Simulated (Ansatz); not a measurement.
Reaction (atomization): `C#[C][Ge]([F])([F])[Cl]` → 2 C• + Cl• + 2 F• + Ge• + H•

Program: Ansatz. Geometries: PBE0-D4/def2-TZVP. ΔE: electronic, gas phase. CBS: MP2 limit from def2 TZ/QZ plus the TZ coupled-cluster correction, frozen cores. This one scheme is used for every species, atoms too. For atomizations the MP2-based limit and the directly extrapolated one differ by several kJ/mol either way, and by 10 to 25 for some Ge, Se and Sn compounds, so smaller differences from it don't rank the levels. DFT in def2-TZVPP. No spin–orbit coupling; open shells (•) take unrestricted orbitals. Spin–orbit coupling would lower the free atoms: a little for C, Cl, F; clearly for Ge. Bonds to Ge are less sure, by a few kJ/mol each and by 10 to 20 or more in all where they break to atoms, as the def2 sets lack core-valence functions. Scalar relativity is left out up to krypton.

Task: What is ΔE at CCSD(T)/CBS? (Best estimate.)

Result: The calculation gave: +29.67 eV.

Task: What do these levels give: B97M-V, PBE0-D4, ωB97M-V, revPBE, r2SCAN, r2SCAN0, BHLYP, HF/def2-SVP, CCSD(T)/def2-SVP, CCSD(T)/def2-TZVPP, HF/def2-QZVPP, MP2/CBS(def2)? (Estimate.)

Result: Ansatz gave: B97M-V 29.78, PBE0-D4 29.54, ωB97M-V 29.53, revPBE 28.95, r2SCAN 29.70, r2SCAN0 28.77, BHLYP 27.64, HF/def2-SVP 20.68, CCSD(T)/def2-SVP 27.76, CCSD(T)/def2-TZVPP 28.93, HF/def2-QZVPP 20.85, MP2/CBS(def2) 31.15 eV.

Largest T1 diagnostic among the species: 0.012.

From r2SCAN to r2SCAN0 (25 % exact exchange), in def2-TZVPP and without D4, ΔE moves by −0.93 eV: exact exchange takes away binding that semilocal exchange gives to molecules. Leaving LDA and LC-ωPBE aside and taking each functional with its dispersion term where it has one, the values, not all of them listed here, spread over 2.63 eV, from BHLYP-D4 to PBE-D4. LDA lies +4.33 eV from PBE without D4, its usual overbinding.
